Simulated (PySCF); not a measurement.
This PySCF input asks for the NMR shieldings of SMILES C(C)(C)[C@H](CCS)[SiH2]O, C₆H₁₆OSSi; the geometry comes from GFN2-xTB.

```python
import basis_set_exchange as bse
import numpy as np
from pyscf import gto, dft
from pyscf.prop import nmr

atoms = """
C    -2.002548    0.059406    1.123606
C    -1.349298   -0.458496   -0.156291
C    -1.338668   -1.988898   -0.157392
C     0.051177    0.138237   -0.397357
C     1.051728   -0.215617    0.707920
C     2.493011    0.044915    0.300478
S     3.017997   -0.946936   -1.141668
Si    0.004657    2.027440   -0.732176
O     0.244037    2.891953    0.626726
H    -1.404202   -0.190264    1.996936
H    -2.984478   -0.392404    1.250140
H    -2.132699    1.138992    1.081540
H    -1.973015   -0.141802   -1.000822
H    -0.815745   -2.367492   -1.033013
H    -2.357913   -2.369085   -0.179223
H    -0.857179   -2.386160    0.733455
H     0.418469   -0.337565   -1.313557
H     0.957689   -1.270112    0.980984
H     0.856742    0.377608    1.605240
H     3.179972   -0.183139    1.116929
H     2.635131    1.080230   -0.003730
H     2.769457   -2.132694   -0.585434
H    -1.283605    2.357869   -1.346482
H     1.125974    2.486513   -1.538896
H    -0.317627    2.801646    1.391989
"""
names = dict.fromkeys(["C", "S", "Si", "O", "H"], "pcSseg-1")
basis = {el: gto.basis.parse(bse.get_basis(n, elements=[el], fmt="nwchem")) for el, n in names.items()}
mol = gto.M(atom=atoms, basis=basis, charge=0, verbose=0)
mf = dft.RKS(mol, xc="PBE0")
mf.grids.level = 2
mf.grids.alignment = dft.numint.BLKSIZE   # the property module wants whole blocks of grid points
mf.conv_tol = 1e-9
mf.kernel()

calc = nmr.RKS(mf)   # GIAO
C = mf.mo_coeff
Co = C[:, mf.mo_occ > 0]
resp = mf.gen_response(singlet=True, hermi=2)
def vind(x):   # induced exchange potential for any number of trial vectors
    d = np.einsum("pi,xij,qj->xpq", C, 2 * x.reshape(-1, C.shape[1], Co.shape[1]), Co, optimize=True)
    return np.einsum("xpq,pi,qj->xij", resp(d - d.transpose(0, 2, 1)), C, Co, optimize=True).ravel()
mo1, _ = nmr.rhf.solve_mo1(calc, with_cphf=vind)
sigma = calc.kernel(mo1)
for i, s in enumerate(sigma):   # ppm
    w = np.linalg.eigvalsh((s + s.T) / 2)
    print("%2d %-2s iso %8.1f  s11 %8.1f  s22 %8.1f  s33 %8.1f" % (i, mol.atom_pure_symbol(i), w.mean(), *w))
```

Q: What are the results?

A: 
```
 0 C  iso    165.2  s11    149.0  s22    160.1  s33    186.6
 1 C  iso    153.4  s11    143.2  s22    154.3  s33    162.8
 2 C  iso    163.1  s11    138.6  s22    161.7  s33    188.9
 3 C  iso    154.4  s11    146.9  s22    149.4  s33    167.0
 4 C  iso    157.9  s11    145.1  s22    155.4  s33    173.1
 5 C  iso    155.0  s11    133.4  s22    162.8  s33    168.8
 6 S  iso    601.1  s11    436.7  s22    514.5  s33    852.1
 7 Si iso    360.7  s11    312.2  s22    357.6  s33    412.4
 8 O  iso    320.4  s11    283.9  s22    323.9  s33    353.3
 9 H  iso     30.9  s11     26.8  s22     30.9  s33     34.9
10 H  iso     30.7  s11     25.9  s22     28.2  s33     38.0
11 H  iso     31.0  s11     25.9  s22     30.2  s33     36.9
12 H  iso     29.8  s11     25.8  s22     28.1  s33     35.3
13 H  iso     30.8  s11     25.9  s22     29.5  s33     37.1
14 H  iso     30.6  s11     25.9  s22     28.1  s33     37.9
15 H  iso     30.6  s11     26.5  s22     30.2  s33     35.0
16 H  iso     29.8  s11     24.6  s22     29.0  s33     35.9
17 H  iso     30.5  s11     24.8  s22     31.9  s33     34.8
18 H  iso     29.8  s11     25.5  s22     29.2  s33     34.6
19 H  iso     28.5  s11     20.9  s22     28.4  s33     36.1
20 H  iso     29.4  s11     23.4  s22     29.4  s33     35.3
21 H  iso     30.8  s11     23.8  s22     28.7  s33     39.8
22 H  iso     26.7  s11     23.3  s22     25.3  s33     31.6
23 H  iso     26.8  s11     23.2  s22     25.4  s33     31.7
24 H  iso     31.1  s11     22.7  s22     27.5  s33     43.0
```

These numbers come from an equivalent density-fitted implementation of the same equations, which agrees with the script to about 0.01 ppm for H and up to a few tenths of a ppm for heavy atoms, so last digits may differ.

Q: Turn these shieldings into chemical shifts. Referencing at the same level of theory: TMS for ¹³C (186.93 ppm), ²⁹Si (349.16 ppm), ¹H (31.72 ppm); ³³S (503.73 ppm) vs CS2; H2O for ¹⁷O (336.08 ppm).

A: Averaging equivalent atoms: C 1: 33.5; C 3: 32.5; C 5: 31.9; C 4: 29.0; C 2: 23.9; C 0: 21.7; S 6: -97; Si 7: -11.6; O 8: 15.7; H 22: 4.97; H 23: 4.93; H 19: 3.25; H 20: 2.34; H 12: 1.96; H 18: 1.92; H 16: 1.90; H 17: 1.20; H 13/14/15: 1.03; H 21: 0.91; H 9/10/11: 0.86; H 24: 0.63 ppm. Experimental scales use liquid or dissolved standards, which lie at an offset from isolated H2O (liquid H2O: subtract about 36 ppm).

Size and cost of the density-fitted run: 247 basis functions, 65 s wall time on 1 thread of an Arm Neoverse V1, shared host; peak memory 1.2 GiB.
